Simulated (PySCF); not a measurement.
## [Tb(H2O)2]3+ at several levels of theory

Computed with PySCF 2.14.0 (density fitting, no spin-orbit coupling) at the geometry relaxed with PBE0:

```xyz
7
[Tb(H2O)2]3+ (singlet in the valence; each metal's 4f electrons, 8 of them, lie in its core potential, out of spins and levels)
Tb    0.3455    1.0620   -0.0128
O     0.0161   -0.1567    1.8162
H     0.2841    0.0507    2.7515
H    -0.4476   -1.0302    1.9094
O    -0.0865   -0.1739   -1.8128
H     0.3124   -1.0437   -2.0826
H    -0.7010    0.0269   -2.5688
```

```csv
level,basis,state,HOMO (eV),gap (eV),charge on Tb1 (e),population of f-type functions on Tb1 (polarisation alone where 4f lies in the core),dipole about the centre of mass (D),largest force component (eV/Å)
PBE0,"Tb lcecp-1-SVP with ECP54, O def2-SVP, H def2-SVP",singlet,-26.59,7.96,2.23,0.03,3.17,0.02
PBE0,"Tb lcecp-1-TZVP with ECP54, O def2-TZVP, H def2-TZVP",singlet,-26.57,8.03,2.39,0.04,3.20,0.28
```

In the lcecp rows the 4f levels are missing from HOMO and gap, and the state counts the valence alone.

Charges are Mulliken's, which hang on the basis. The relaxation used the grid (50, 194), these runs (75, 302) or, all-electron (x2c bases, spin-free X2C Hamiltonian), (99, 590).

Q: A further run in the first row's basis gives HOMO (eV) -26.28, gap (eV) 7.28, charge on Tb1 (e) 2.20, population of f-type functions on Tb1 (polarisation alone where 4f lies in the core) 0.03, dipole about the centre of mass (D) 3.23, largest force component (eV/Å) 0.16. Which level was it?
A. r2SCAN
B. B3LYP

A: B. The others give HOMO -25.19 eV (r2SCAN).

In the first row's basis the gap widens with exact exchange: 6.1 eV for r2SCAN (none); 7.3 to 8.0 eV for B3LYP, PBE0 (a fixed share).

An lcecp potential fixes the number of 4f electrons, so in runs with it no electron can move into or out of that shell.
